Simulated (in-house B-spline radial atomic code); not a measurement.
# Sn⁸⁺: [Kr] 4d6

All numbers are computed (Dirac-Kohn-Sham B97-1, spherical fractional occupations; Fermi nucleus of rms radius 4.6519 fm) with an all-electron radial atomic-structure program (B-spline basis), not measured.

Screening seen three ways: the hydrogenic charge with the same mean radius, Z_r = [3n² - l(l+1)]/(2<r>), the one with the same energy, Z_e = n√(-2ε), and Slater's rules. Values are occupation-weighted means over j. An effective charge above Z reflects the relativistic contraction of the inner shells.

| shell | electrons | ε (eV) | <r> (bohr) | Z_r | Z_e | Slater |
| --- | --- | --- | --- | --- | --- | --- |
| 1s | 2 | -29211 | 0.02905 | 51.63 | 46.34 | 49.70 |
| 2s | 2 | -4548.5 | 0.1251 | 47.97 | 36.57 | 45.85 |
| 2p | 6 | -4101.4 | 0.1094 | 45.70 | 34.72 | 45.85 |
| 3s | 2 | -996.95 | 0.3384 | 39.89 | 25.68 | 38.75 |
| 3p | 6 | -849.44 | 0.3366 | 37.14 | 23.70 | 38.75 |
| 3d | 10 | -620.31 | 0.3136 | 33.48 | 20.26 | 28.85 |
| 4s | 2 | -269.01 | 0.7969 | 30.12 | 17.79 | 22.25 |
| 4p | 6 | -221.93 | 0.8473 | 27.14 | 16.15 | 22.25 |
| 4d | 6 | -149.77 | 0.9587 | 21.90 | 13.27 | 12.25 |

The least bound orbital is 4d5/2 at -149.2 eV, and it is also the most diffuse (<r> = 0.962 bohr).

Spin-orbit splittings of the orbital energies (j = l + 1/2 above j = l - 1/2 when positive): 2p 230.8 eV, 3p 42.55 eV, 3d 8.778 eV, 4p 8.401 eV, 4d 1.358 eV.

For the 1s electron the small component carries 3.37 % of the norm, the zero-frequency Breit interaction raises the level by 67.79 eV, self-energy by 38.38 eV, and vacuum polarisation lowers it by 5.052 eV.

The density falls to 0.001 bohr⁻³ at 2.325 bohr; Σ<r²> = 15.013 bohr² gives, by the non-relativistic formula and without the paramagnetism of open shells, a Langevin diamagnetic susceptibility of -11.89×10⁻⁶ cm³/mol.

Caution: exact exchange at fractional occupations of open shells leaves self-interaction of up to several eV.
